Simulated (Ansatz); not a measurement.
Consider the ligand exchange at the Si–C bond: `C=C([SiH3])SC` + `[SiH3]OCS` → `[SiH3]OCS[SiH3]` + `C=CSC`.

Gas-phase electronic energies from Ansatz, PBE0-D4/def2-TZVP geometries. CCSD(T)/CBS adds triple-zeta CCSD(T) − MP2 to the extrapolated MP2 energy (def2 sets, frozen cores). DFT in def2-TZVPP. Each species was taken in one conformer, which may not be the lowest.

```tsv
level	ΔE (kJ/mol)
PBE-D4	-55.5
r2SCAN-D4	-57.4
ωB97X-V	-55.3
PBE0	-57.9
HF/def2-QZVPP	-60.1
SCS-MP2/def2-QZVPP	-54.2
HF/CBS(def2)	-60.1
MP2/CBS(def2)	-55.1
```

Problem. What does CCSD(T)/CBS give? (Estimate.)

Solution. The calculation gave: -53.8 kJ/mol. The listed levels differ from it by -1.7, -3.6, -1.5, -4.1, -6.3, -0.4, -6.3, -1.3 kJ/mol.

Largest T1 diagnostic among the species: 0.012.

In def2-TZVPP, CCSD(T) changes the Hartree–Fock value by +8.5 kJ/mol (the triples alone add +1.1 kJ/mol) and MP2 by +7.2 kJ/mol.
